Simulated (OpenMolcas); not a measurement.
**3d along the 19-electron sequence**

```
Program             : OpenMolcas 26.06
Method              : XMS-CASPT2, IPEA 0.25 Eh, imaginary shift 0.1 Eh
Basis               : ANO-RCC-VTZP
Scalar Hamiltonian  : DKH2, point nucleus
Spin-orbit coupling : RASSI with atomic mean-field integrals over the reference wave functions, term energies averaged over their components
```

Active space for each ion: 1 electron in 5 orbitals (3d); closed shells correlated by CASPT2: 3s 3p.

Computed levels in cm-1 above 2D 3/2:

```csv
Level,V4+,Cr5+,Mn6+,Fe7+
2D 5/2,612,923,1329,1808
weight of 2D in the lowest level (%),100,100,100,100
```

Measured, with the error of the calculation in %. Measured levels: V4+ from Sugar and Corliss, J. Phys. Chem. Ref. Data 7, 1191 (1978); Cr5+ from Sugar and Corliss, J. Phys. Chem. Ref. Data 6, 317 (1977); Mn6+ from Corliss and Sugar, J. Phys. Chem. Ref. Data 6, 1253 (1977); Fe7+ from Corliss and Sugar, J. Phys. Chem. Ref. Data 11, 135 (1982).

| Level | V4+ | Cr5+ | Mn6+ | Fe7+ |
| --- | --- | --- | --- | --- |
| 2D 5/2 | 625 (-2.1) | 940 (-1.8) | 1350 (-1.6) | 1836 (-1.5) |

The fine-structure level 2D 5/2 changes by a factor of 2.95 from V4+ to Fe7+. Its fourth root runs 4.97, 5.51, 6.04, 6.52, with steps per unit of Z of 0.54, 0.53, 0.48; equal steps would mean a (Z - σ)^4 law with constant σ.

CASPT2 does not keep the components of a term degenerate, so their means are used; among the terms shown or strongly mixed into the levels shown the widest spread is 86 cm-1 (3d 2D, Mn6+). With one active electron, CASPT2 adds the correlation within the correlated inactive shells and between them and that electron, and leaves the splitting within a term as the reference gives it. Computed and measured levels are paired by configuration, term and J; levels that our copy of the source lacks, or whose pairing is in doubt (as where it misses far off the trend of its configuration), stay unpaired and out of the deviations. Levels of configurations outside the active space are missing.
